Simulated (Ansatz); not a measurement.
The pair A = hydrogen isocyanide (SMILES [C-]#[NH+]) (first 3 atoms), B = hydrogen isocyanide (SMILES [C-]#[NH+]); geometry from B3LYP-D3(BJ)/def2-TZVP.
(charge 0, multiplicity 1):
| atom | x (Å) | y (Å) | z (Å) |
|---|---|---|---|
| C | -0.2166 | 0.3936 | -1.1305 |
| N | -0.1158 | 0.3302 | 0.0263 |
| H | -0.0279 | 0.2747 | 1.0361 |
| C | 0.1490 | 0.1636 | 3.0787 |
| N | 0.2492 | 0.1013 | 4.2313 |
| H | 0.3356 | 0.0476 | 5.2247 |

Frozen-core correlation. MP2 and its Hartree–Fock in aug-cc-pVQZ are density fitted.

Programs: Ansatz (Gaussian orbitals). Values without a source in brackets are computed.

The counterpoise-corrected interaction energy is E(AB) − E(A in the pair's basis) − E(B in the pair's basis). Total energies (hartree):

```tsv
level	AB	A in the pair's basis	B in the pair's basis
HF/aug-cc-pVTZ	-185.7956168	-92.8933973	-92.8944168
MP2/aug-cc-pVTZ	-186.4752844	-93.2312596	-93.2312226
HF/aug-cc-pVQZ	-185.8063918	-92.8987626	-92.8998603
MP2/aug-cc-pVQZ	-186.5251003	-93.2559782	-93.2561611
CCSD(T)/aug-cc-pVTZ	-186.5266340	-93.2575096	-93.2574433
```

Problem. Work out the counterpoise-corrected interaction energy at the basis-set limit: extrapolate the MP2 correlation part as X⁻³, take Hartree–Fock from the larger set, and add the CCSD(T) − MP2 difference of aug-cc-pVTZ.

Solution. 
1. Differences (1 hartree = 627.509 kcal/mol): HF/aug-cc-pVTZ -4.896; MP2/aug-cc-pVTZ -8.034; HF/aug-cc-pVQZ -4.875; MP2/aug-cc-pVQZ -8.133; CCSD(T)/aug-cc-pVTZ -7.330.
2. Correlation parts, MP2 less HF: -3.137 in aug-cc-pVTZ (X = 3), -3.258 in aug-cc-pVQZ (X = 4).
3. Limit (4³·(-3.258) − 3³·(-3.137))/(4³ − 3³) = -3.346; with HF/aug-cc-pVQZ it gives -8.221.
4. CCSD(T) less MP2 in aug-cc-pVTZ: 0.704.
Result: -7.52 kcal/mol, against -8.03 at MP2/aug-cc-pVTZ. It is an estimate of this method's limit, not of the exact value.

Ansatz is a first-principles code.
